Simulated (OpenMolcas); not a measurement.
## Xe²⁺: CASPT2 settings compared

```json
{
 "Program": "OpenMolcas",
 "Basis": "ANO-R1 [6s5p3d1f]",
 "Scalar Hamiltonian": "X2C, finite nucleus",
 "Active space": "4 electrons in 3 orbitals (5p)",
 "State averaging": "2S+1 = 3 even, 3 roots; 2S+1 = 1 even, 6 roots kept (CI in the orbitals of an earlier block)",
 "Spin-orbit coupling": "state interaction with AMFI integrals over the reference wave functions, term energies averaged over their components"
}
```

Methods on the same reference wave functions:
A. CASSCF
B. SS-CASPT2, IPEA 0.2 Eh, no level shift (closed shells correlated: 4d 5s)
C. SS-CASPT2, IPEA 0 Eh, no level shift (closed shells correlated: 4d 5s)
D. XMS-CASPT2, IPEA 0.15 Eh, imaginary shift 0.4 Eh (closed shells correlated: 4s 4p 4d 5s)

Energies in cm-1 above 5s2 5p4 3P2, the measured ground level; measured values from Saloman, J. Phys. Chem. Ref. Data 33, 765 (2004).

| Level | A | B | C | D | Measured |
| --- | --- | --- | --- | --- | --- |
| 5s2 5p4 3P2 | 0.0 | 0.0 | 0.0 | 0.0 | 0.0 |
| 5s2 5p4 3P0 | 8698 | 8280 | 8270 | 8310 | 8130 |
| 5s2 5p4 3P1 | 9176 | 9260 | 9230 | 9270 | 9794 |
| 5s2 5p4 1D2 | 19067 | 18300 | 18530 | 18250 | 17099 |
| 5s2 5p4 1S0 | 39730 | 36990 | 37020 | 37110 | 36103 |

Deviations, from unrounded energies. A percentage is the sum of absolute deviations over the sum of measured energies, with the sign that they share, or ± where signs differ.

```csv
Against measurement,Levels,A,B,C,D
mean absolute deviation (cm-1),4,1700,690,760,720
fine structure of the ground term (%),2,±6.6,±3.8,±3.9,±4.0
other terms of the ground configuration (%),2,+10.5,+3.9,+4.4,+4.1
```

B, D lie about equally close to measurement and A furthest from it. The largest miss of B in the table is 5s2 5p4 1D2, by +1200 cm-1. The ranking rests on the paired levels alone, and a cruder setting can come out closer through cancelling errors.

Among B to D the level of the table that moves most is 5s2 5p4 1D2, by 270 cm-1 (lowest in D, highest in C). Moves below CASPT2's spread within the term are not significant.

The mean deviations of B to D differ by less than CASPT2's widest spread within a term (390 cm-1), so their order carries little weight.

From A to B the spin-free energies of the other terms of 5s2 5p4 shown, above 3P, scale by factors of 0.89 to 0.92.

The lowest spin-free term lies below A's lowest term by 0.429 hartree in B, 0.435 hartree in C, 0.486 hartree in D.

Term energies are means over components that CASPT2 splits; among the terms shown or strongly mixed into the levels shown the widest spread is 390 cm-1 (5s2 5p4 1D, D). Terms from blocks run as CI alone lack orbitals of their own. With the s shell closed, the reference lacks s² → p² mixing. Measured partners are found by configuration, term and J. A level has none where our copy of the source lacks it or the pairing is in doubt (some pairs that miss far off the trend of their configuration count as doubtful), and it then counts in no deviation. Levels of configurations outside the active space are missing.
